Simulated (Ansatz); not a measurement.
A nudged elastic band was laid between two geometries of ClH3Sn + H (6 atoms, charge 0, multiplicity 2).

Computed with Ansatz 0.2.0, UKS PBE/def2-SVP.

| Quantity | Value |
| --- | --- |
| movable images | 7 |
| climbing image | yes |
| spring | 5.0 eV/Å² |
| optimiser | quadratic models (default) |
| start path | through a guess of the saddle point |
| force threshold | 0.05 eV/Å |
| iteration limit | 60 |
| end points | relaxed |

First end point:

```xyz
6
Properties=species:S:1:pos:R:3
Sn 0.003 0.000 -0.228
Cl 0.022 0.000 2.151
H 1.653 0.000 -0.727
H -0.828 1.432 -0.707
H -0.828 -1.432 -0.707
H -0.021 0.000 5.471
```

Last end point:

```xyz
6
Properties=species:S:1:pos:R:3
Sn 0.000 0.000 -0.306
Cl 0.005 0.000 3.476
H 1.638 0.000 -0.899
H -0.820 1.419 -0.898
H -0.820 -1.419 -0.898
H -0.001 0.000 4.776
```

(1) What changes between the two ends?

(2) What energy profile does the band end with?

(3) What is the geometry of the highest image?

(4) What are the harmonic wavenumbers there?

Results:

(1) Bonds broken: Sn1–Cl2. Bonds formed: Cl2–H6. ClH3Sn + H becomes ClH + H3Sn.

(2) The run converged. The highest image is number 4 of 0 to 8, 3.0 kcal/mol above the first end and 15.1 kcal/mol above the last; the last end lies 12.1 kcal/mol below the first. A vibrational analysis at the climbing image gives one clearly imaginary mode, 613i cm⁻¹: a first-order saddle point.

```json
{"image": "0", "path coordinate (Å)": "0.00", "energy (kcal/mol)": "0.0", "Sn1–Cl2 (Å)": "2.38", "Cl2–H6 (Å)": "3.32"}
{"image": "1", "path coordinate (Å)": "0.33", "energy (kcal/mol)": "0.1", "Sn1–Cl2 (Å)": "2.38", "Cl2–H6 (Å)": "2.96"}
{"image": "2", "path coordinate (Å)": "0.65", "energy (kcal/mol)": "0.4", "Sn1–Cl2 (Å)": "2.38", "Cl2–H6 (Å)": "2.61"}
{"image": "3", "path coordinate (Å)": "0.98", "energy (kcal/mol)": "1.4", "Sn1–Cl2 (Å)": "2.39", "Cl2–H6 (Å)": "2.24"}
{"image": "4", "path coordinate (Å)": "1.31", "energy (kcal/mol)": "3.0", "Sn1–Cl2 (Å)": "2.48", "Cl2–H6 (Å)": "1.82"}
{"image": "5", "path coordinate (Å)": "1.68", "energy (kcal/mol)": "-7.1", "Sn1–Cl2 (Å)": "2.86", "Cl2–H6 (Å)": "1.37"}
{"image": "6", "path coordinate (Å)": "2.05", "energy (kcal/mol)": "-10.7", "Sn1–Cl2 (Å)": "3.16", "Cl2–H6 (Å)": "1.31"}
{"image": "7", "path coordinate (Å)": "2.42", "energy (kcal/mol)": "-11.8", "Sn1–Cl2 (Å)": "3.46", "Cl2–H6 (Å)": "1.30"}
{"image": "8", "path coordinate (Å)": "2.79", "energy (kcal/mol)": "-12.1", "Sn1–Cl2 (Å)": "3.78", "Cl2–H6 (Å)": "1.30"}
```

(3) 
```xyz
6
Properties=species:S:1:pos:R:3
Sn 0.001 0.000 -0.005
Cl 0.004 0.000 2.471
H 1.653 0.000 -0.505
H -0.826 1.432 -0.501
H -0.826 -1.432 -0.501
H -0.004 0.000 4.291
```

(4) 613i, 133, 133, 365, 404, 405, 659, 672, 673, 1837, 1875, 1875 cm⁻¹.

Time of the run: 110 s on 1 thread of Arm Neoverse V2 (shared host), peak memory 0.13 GiB.
